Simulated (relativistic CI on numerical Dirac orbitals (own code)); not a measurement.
Method of calculation: Dirac-Coulomb-Breit CI, separate exchange-only KLI orbitals for each configuration, a model potential for QED, unscaled Slater integrals (own radial code, finite nucleus).

The strongest absorption lines from the ground level of an ion, among the configurations computed and to levels below about 12800 eV (vacuum wavelength in nm, gf): 0.09746 (0.11), 0.09850 (0.063), 0.11645 (0.00022), 0.12714 (0.37), 0.12988 (0.0025), 0.13153 (0.26), 0.94247 (0.23), 6.7217 (0.0089).

**Question.** Which ion is it?
A. Tm LXVI
B. Gd LXI
C. W LXXI
D. Tm LXVIII

**Answer.** A. Tm LXVI has 4 electrons and the ground level 2s2 1S_0; the strongest line goes to 2s.3p 1P°_1. The pattern of lines fixes the number of electrons, and along that sequence the line energies rise steadily with the charge (about as its square where n changes within one kind of shell, about linearly where n is kept but much faster in heavy ions where fine structure, which grows about as Z⁴, sets the gap, and irregularly where shells cross), which fixes Z. Configurations outside the model, such as inner-shell arrays, can give stronger lines. At this charge energies of transitions that change n are usually good to better than 1 %, and those within a shell (Δn = 0) to a few per cent.

LS names give the leading component of a level, which can be under half, so a name can repeat, a term be missing and a line seem to break the LS rules.
